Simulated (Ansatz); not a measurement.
```yaml
crystal:
  periodic: [false, false, false]
  atoms:
    - {symbol: O, position_ang: [-1.965558, -0.203409, 0.061198]}
    - {symbol: W, position_ang: [0.283352, -0.117174, -0.272547]}
    - {symbol: Cl, position_ang: [0.668354, -1.101665, 1.818292]}
    - {symbol: Cl, position_ang: [0.362237, -2.170222, -1.012903]}
    - {symbol: Cl, position_ang: [0.012635, 1.136466, -2.155575]}
    - {symbol: Cl, position_ang: [0.723316, 2.308395, 0.889130]}
basis:
  gaussian: {orbitals: def2-SVPD}
hamiltonian: {xc: {name: HF}}
correlation: {method: mp2, frozen_orbitals: {O: 0}}
accuracy: high
scf: {lower_state_search: light}
output: {forces: true}
```

```sh
$ ansatz run in.yaml --threads 2 --pin off --events-out ev --progress --plain --max-ram 32768MiB --backend cpu
```

How does Ansatz answer? (Best estimate.)

Computed: The input was rejected before any iteration.
```
Functional definition: HF
Error: "frozen_orbitals" has no count for W
```
